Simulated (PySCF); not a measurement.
## Hf²⁺: excitation energy

Hf²⁺ [Xe] 4f14 5d2 (3F) → Hf²⁺ [Xe] 4f14 5d1 6s1 (3D), as a difference of total energies. Calculation: PySCF 2.14, in x2c-QZVPPall (16s10p9d5f2g, 144 functions); the spin-free X2C one-electron Hamiltonian (Gaussian nucleus). The calculations carry no spin-orbit coupling.

```
method  excitation energy (eV)
   UHF                   0.307
  BLYP                  -0.251
  MN15                   0.262
```

The basis was made for the ground configuration and has no added diffuse functions, so the excitation energy can come out too high.
